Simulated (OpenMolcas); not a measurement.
## Co3+, Rh3+, Ir3+: d6 down the group

```
Program             : OpenMolcas 26.06
Method              : SS-CASPT2, IPEA 0.25 Eh, imaginary shift 0.1 Eh
Basis               : ANO-RCC-VTZP
Scalar Hamiltonian  : DKH2, point nucleus
Spin-orbit coupling : RASSI with atomic mean-field integrals over the reference wave functions, term energies averaged over their components
```

Active space for each ion: 6 electrons in 5 orbitals (d); closed shells correlated by CASPT2: Co3+ 3s 3p; Rh3+ 4s 4p; Ir3+ 5s 5p.

Computed levels in cm-1 above 5D4:

| Level | Co3+ | Rh3+ | Ir3+ |
| --- | --- | --- | --- |
| 5D3 | 657 | 1553 | 6080 |
| 5D2 | 1111 | 2430 | 5660 |
| 5D1 | 1401 | 3020 | 9050 |
| 5D0 | 1543 | 3300 | 9290 |
| 3H6 | 24680 | 18530 | 20100 |
| 3H5 | 24990 | 18800 | 30130 |
| 3P1(1) | 25530 | 22450 | 36220 |
| 3F3(1) | 26620 | 20610 | 22800 |
| 3F2(1) | 26860 | 21290 | 23900 |
| weight of 5D in the lowest level (%) | 100 | 98 | 83 |

Mixed levels, with the weight of the term that names them: Ir3+ 5D2 (64 %), Ir3+ 3H5 (51 %), Ir3+ 3P1(1) (73 %), Ir3+ 3F3(1) (50 %), Ir3+ 3F2(1) (72 %).

Measured, with the error of the calculation in %. Measured levels: Co3+ from Sugar and Corliss, J. Phys. Chem. Ref. Data 10, 1097 (1981).

```csv
Level,Co3+
5D3,639 (+2.8)
5D2,1078 (+3.1)
5D0,1494 (+3.3)
3H6,23680 (+4.2)
3H5,24032 (+4.0)
3P1(1),24729 (+3.2)
3F3(1),25736 (+3.4)
3F2(1),25969 (+3.4)
```

The fine-structure level 5D0 changes by a factor of 6.02 from Co3+ to Ir3+.

Without spin-orbit coupling 3H lies 24350, 17760, 16540 cm-1 above 5D in that order; the difference to the level 3H6, of either sign, comes from spin-orbit coupling, which also lowers the zero.

CASPT2 breaks the degeneracy within a term, and the mean is taken; among the terms shown or strongly mixed into the levels shown the widest spread is 130 cm-1 (4d6 3F(1), Rh3+). Terms from blocks run as CI alone lack orbitals of their own. Measured partners are found by configuration, term and J. A level has none where our copy of the source lacks it or the pairing is in doubt (some pairs that miss far off the trend of their configuration count as doubtful), and it then counts in no deviation. Only configurations of the active space appear.

A number in round brackets counts repeated terms of one configuration in the order of the reference energies.
